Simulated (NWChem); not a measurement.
System: BaF2; SMILES [F][Ba][F]

Here is an NWChem input.

```
start job
memory heap 200 mb stack 900 mb global 1100 mb
geometry units angstroms noautoz
  Ba     0.000000     0.000000     0.265781
  F      1.859114     0.000000    -0.999181
  F     -1.859114     0.000000    -0.999181
end
basis spherical
  Ba library def2-svp
  F library def2-svp
end
ecp
  Ba library def2-ecp
end
dft
  xc xwpbe 1.00 cpbe96 1.0 hfexch 1.00
  cam 0.35 cam_alpha 0.0 cam_beta 1.0
  iterations 150
  vectors input atomic output neutral.movecs
end
task dft energy
charge 1
dft
  odft
  mult 2
  vectors input atomic output cation.movecs
end
task dft energy
```

Geometry: optimised at PBE-D3(BJ)/def2-SVP. def2 effective core potentials on Ba; no spin-orbit coupling.

Ions are spin-unrestricted doublets at the neutral geometry; other ion states weren't tried. Functional: LC-ωPBE (HJS hole) with def2-SVP; the question gives the range parameter ω in 1/bohr.

**Question.** What results follow from this input? (LC-wPBE (HJS exchange hole, range parameter 0.35 per bohr)/def2-SVP with def2 effective core potentials on Ba, vertical spin-unrestricted ions.) Quantities: vertical ionisation energy, ΔSCF (eV); −ε(HOMO) (eV).

**Answer.** 
```
Quantity                               Result
-------------------------------------  ------
vertical ionisation energy, ΔSCF (eV)   10.65
−ε(HOMO) (eV)                           10.03
```
